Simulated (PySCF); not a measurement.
Si₂ (SMILES [Si]=[Si]), triplet, geometry from GFN2-xTB, with bond 2-1 at 1.4 times its length; CASSCF(4,4)/def2-SVP in PySCF.

Input for PySCF:
```python
from pyscf import gto, scf, mcscf
import numpy

mol = gto.Mole()
mol.atom = '''
    Si   -0.00000000   -0.00000000   -1.08705761
    Si    0.00000000    0.00000000    1.95670370
'''
mol.basis = 'def2-svp'
mol.spin = 2
mol.verbose = 4
mol.build()

mf = scf.ROHF(mol)
mf.kernel()
mc = mcscf.CASSCF(mf, 4, 4)
mc.kernel()
occ = numpy.linalg.eigvalsh(mc.fcisolver.make_rdm1(mc.ci, mc.ncas, mc.nelecas))[::-1]
ss = mc.fcisolver.spin_square(mc.ci, mc.ncas, mc.nelecas)[0]
print('natural occupations', occ.round(4), ' <S^2>', round(ss, 4))
```

It wrote (shortened):

```
PySCF version 2.14.0

[INPUT] verbose = 4
[INPUT] num. atoms = 2
[INPUT] num. electrons = 28
[INPUT] charge = 0
[INPUT] spin (= nelec alpha-beta = 2S) = 2
[INPUT] symmetry False subgroup None
[INPUT] Mole.unit = angstrom
[INPUT] Symbol           X                Y                Z      unit          X                Y                Z       unit  Magmom
[INPUT]  1 Si     0.000000000000   0.000000000000  -1.087057610000 AA    0.000000000000   0.000000000000  -2.054241164524 Bohr   0.0
[INPUT]  2 Si     0.000000000000   0.000000000000   1.956703700000 AA    0.000000000000   0.000000000000   3.697634099923 Bohr   0.0

nuclear repulsion = 34.0758432665405
number of shells = 16
number of NR pGTOs = 72
number of NR cGTOs = 36
basis = def2-svp
ecp = {}

******** <class 'pyscf.scf.rohf.ROHF'> ********
method = ROHF
initial guess = minao
damping factor = 0
level_shift factor = 0
DIIS = <class 'pyscf.scf.diis.CDIIS'>
diis_start_cycle = 1
diis_space = 8
diis_damp = 0
SCF conv_tol = 1e-09
SCF conv_tol_grad = None
SCF max_cycles = 50
direct_scf = True
direct_scf_tol = 1e-13
num. doubly occ = 13  num. singly occ = 2
Set gradient conv threshold to 3.16228e-05
init E= -577.044944146546
  HOMO = -0.0846390654246021  LUMO = -0.0204452108613823  gap/eV = 1.74680
cycle= 1 E= -577.467801657046  delta_E= -0.423  |g|= 0.0921  |ddm|= 1.12
  HOMO = -0.121710472546383  LUMO = 0.00591752717529913  gap/eV = 3.47293
cycle= 2 E= -577.474715018925  delta_E= -0.00691  |g|= 0.028  |ddm|= 0.195
  HOMO = -0.111833401257005  LUMO = 0.0153034561508482  gap/eV = 3.45957
cycle= 3 E= -577.475520009582  delta_E= -0.000805  |g|= 0.00942  |ddm|= 0.0587
  HOMO = -0.113543208341154  LUMO = 0.0144243912844545  gap/eV = 3.48218
cycle= 4 E= -577.475620994809  delta_E= -0.000101  |g|= 0.000668  |ddm|= 0.0282
  HOMO = -0.11368409334948  LUMO = 0.0142467595904595  gap/eV = 3.48118
cycle= 5 E= -577.475621366284  delta_E= -3.71e-07  |g|= 0.000114  |ddm|= 0.00194
  HOMO = -0.113702676349166  LUMO = 0.0142378901716819  gap/eV = 3.48144
cycle= 6 E= -577.475621378643  delta_E= -1.24e-08  |g|= 2.67e-05  |ddm|= 0.000356
  HOMO = -0.113691727194629  LUMO = 0.014246801218188  gap/eV = 3.48138
cycle= 7 E= -577.47562137947  delta_E= -8.27e-10  |g|= 2.66e-06  |ddm|= 0.000118
  HOMO = -0.113691756553687  LUMO = 0.014246839352595  gap/eV = 3.48139
Extra cycle  E= -577.475621379476  delta_E= -6.14e-12  |g|= 8.67e-07  |ddm|= 8.42e-06
converged SCF energy = -577.475621379476

******** <class 'pyscf.mcscf.mc1step.CASSCF'> ********
CAS (3e+1e, 4o), ncore = 12, nvir = 20
max_cycle_macro = 50
max_cycle_micro = 4
conv_tol = 1e-07
conv_tol_grad = None
orbital rotation max_stepsize = 0.02
orbital rotation threshold for CI restart = 0.01
augmented hessian ah_max_cycle = 30
augmented hessian ah_conv_tol = 1e-12
augmented hessian ah_linear dependence = 1e-14
augmented hessian ah_level shift = 1e-08
augmented hessian ah_start_tol = 2.5
augmented hessian ah_start_cycle = 3
augmented hessian ah_grad_trust_region = 3
kf_trust_region = 3
kf_interval = 4
ci_response_space = 4
ci_grad_trust_region = 3
with_dep4 0
natorb = False
canonicalization = True
sorting_mo_energy = False
ao2mo_level = 2
internal_rotation = False
******** <class 'pyscf.fci.direct_spin1.FCISolver'> ********
max. cycles = 50
conv_tol = 1e-08
davidson only = False
linear dependence = 1e-12
level shift = 0.001
max iter space = 12
nroots = 1
pspace_size = 400
spin = None
CASCI E = -577.498885476347  S^2 = 6.0000000
Set conv_tol_grad to 0.000316228
macro iter   1 ( 11 JK    4 micro), CASSCF E = -577.509837979869  dE = -1.09525035e-02  S^2 = 6.0000000
               |grad[o]|=0.088  |grad[c]|=0.00999  |ddm|=    0  |maxRot[o]|=0.0841
macro iter   2 (  6 JK    2 micro), CASSCF E = -577.509840395500  dE = -2.41563134e-06  S^2 = 6.0000000
               |grad[o]|=0.00115  |grad[c]|=1.47e-06  |ddm|=    0  |maxRot[o]|=0.00188
macro iter   3 (  1 JK    1 micro), CASSCF E = -577.509840395500  dE =  0.00000000e+00  S^2 = 6.0000000
               |grad[o]|=3.68e-06  |grad[c]|=4.11e-14  |ddm|=    0  |maxRot[o]|=    0
1-step CASSCF converged in   3 macro ( 18 JK   7 micro) steps
CASSCF canonicalization
Density matrix diagonal elements [1. 1. 1. 1.]
CASSCF energy = -577.509840395500
CASCI E = -577.509840395500  E(CI) = -2.49490517695733  S^2 = 6.0000000
natural occupations [1. 1. 1. 1.]  <S^2> 6.0
```
